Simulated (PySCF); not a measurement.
**How methods differ on the ionisation energy of Xe**

Xe [Xe] (1S) → Xe⁺ [Kr] 4d10 5s2 5p5 (2P), as a difference of total energies. Calculation: PySCF 2.14, in aug-cc-pVDZ-PP with ECP28MDF (5s4p3d, 32 functions); a scalar-relativistic core potential. Correlated levels: valence: 4s2 4p6 4d10 frozen. The calculations carry no spin-orbit coupling.

| method | ionisation energy (eV) | error (eV) |
| --- | --- | --- |
| UHF | 11.592 | -0.973 |
| LDA | 12.686 | +0.121 |
| PBE0 | 12.484 | -0.081 |
| MP2 (valence) | 12.262 | -0.303 |
| SCS-MP2 (valence) | 12.196 | -0.369 |
| CCSD (valence) | 12.179 | -0.386 |
| CCSD(T) (valence) | 12.195 | -0.370 |

Reference: 12.565 eV (measured; NIST levels, between the centres of gravity of the two terms).

Errors of the correlated levels include the incompleteness of this basis and the frozen core.
